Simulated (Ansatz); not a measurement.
C₂H₁₀Si₂ (`C[SiH2]C[SiH3]`). Total charge 0; spin multiplicity 1. All single points use the PBE0-D4/def2-TZVP geometry. It is one conformer, not always the lowest.

```xyz
14

C    -0.891    0.587    1.678
Si   -1.223   -0.372    0.107
C     0.366   -0.971   -0.689
Si    1.570    0.376   -1.169
H    -1.829    0.896    2.146
H    -0.340   -0.022    2.398
H    -0.303    1.485    1.477
H    -1.953    0.489   -0.865
H    -2.095   -1.542    0.414
H     0.108   -1.542   -1.588
H     0.868   -1.665   -0.006
H     2.753   -0.182   -1.879
H     2.057    1.097    0.039
H     0.911    1.366   -2.064
```

Q: What is the dipole moment at B3LYP/def2-TZVPP? (Estimate.)

A: Ansatz gave: 0.73 D, with components (0.13, -0.49, 0.53) D in this frame, pointing from negative to positive charge.

Q: And with PBE, r2SCAN, ωB97M-V? (Estimate.)

A: Ansatz gave: PBE 0.76 D, r2SCAN 0.77 D, ωB97M-V 0.74 D.

Q: Give the Mulliken charges with B3LYP, PBE, ωB97M-V in def2-TZVPP. (Estimate.)

A: Computed: 
| atom | B3LYP | PBE | ωB97M-V |
| --- | --- | --- | --- |
| C1 | -0.38 | -0.37 | -0.45 |
| Si2 | 0.33 | 0.24 | 0.26 |
| C3 | -0.32 | -0.28 | -0.42 |
| Si4 | 0.25 | 0.18 | 0.16 |
| H5 | 0.10 | 0.11 | 0.12 |
| H6 | 0.10 | 0.10 | 0.12 |
| H7 | 0.11 | 0.11 | 0.12 |
| H8 | -0.08 | -0.07 | -0.04 |
| H9 | -0.09 | -0.07 | -0.04 |
| H10 | 0.10 | 0.11 | 0.13 |
| H11 | 0.10 | 0.10 | 0.13 |
| H12 | -0.07 | -0.06 | -0.03 |
| H13 | -0.07 | -0.06 | -0.03 |
| H14 | -0.07 | -0.05 | -0.03 |

B3LYP here is the variant with VWN-RPA as its local correlation; programs differ in this.
